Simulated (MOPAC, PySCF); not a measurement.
CH5Ga, SMILES `[GaH2][CH3]`, neutral singlet in the gas phase. 

Z-matrix (Å, degrees):
```
C
H 1 1.0894
H 1 1.0912 2 109.34
H 1 1.0943 2 108.05 3 116.20
Ga 1 1.9794 2 112.34 4 120.08
H 5 1.5753 1 121.12 2 -16.94
H 5 1.5761 6 118.90 1 179.03
```
Charge 0, multiplicity 1.

All levels are single points at this geometry (B3LYP-D3(BJ)/def2-TZVP); Pople sets use spherical d functions. Orbital energies aren't observables, and empty levels follow the basis.

```tsv
level	HOMO (eV)	LUMO (eV)	gap (eV)	dipole (D)	vertical IE, Delta-SCF (eV)
B3LYP-D3(BJ)/def2-TZVP in PySCF	-7.79	-1.69	6.10	0.67	–
PBE-D3(BJ)/def2-TZVP in PySCF	-6.79	-2.21	4.58	0.71	–
B3LYP/3-21G in PySCF	-7.55	-1.51	6.04	0.70	–
B3LYP/6-311+G** (LANL2DZ on Ga) in PySCF	-7.82	-1.55	6.27	0.53	–
B3LYP/6-31G* in PySCF	-7.66	-1.62	6.04	0.75	10.26
B3LYP/LANL2DZ in PySCF	-7.74	-1.51	6.23	0.60	–
PBE/6-31G* in PySCF	-6.67	-2.14	4.53	0.82	–
SVWN5/6-31G* in PySCF	-6.77	-2.38	4.39	0.84	–
HF/6-31G* in PySCF	-10.86	1.26	12.12	0.56	9.51
HF/STO-3G in PySCF	-6.90	4.92	11.81	0.12	–
AM1 in MOPAC	-9.95	-1.13	8.82	0.24	–
PM3 in MOPAC	-10.23	-3.16	7.07	0.44	–
PM6 in MOPAC	-11.31	-0.33	10.98	0.17	–
```
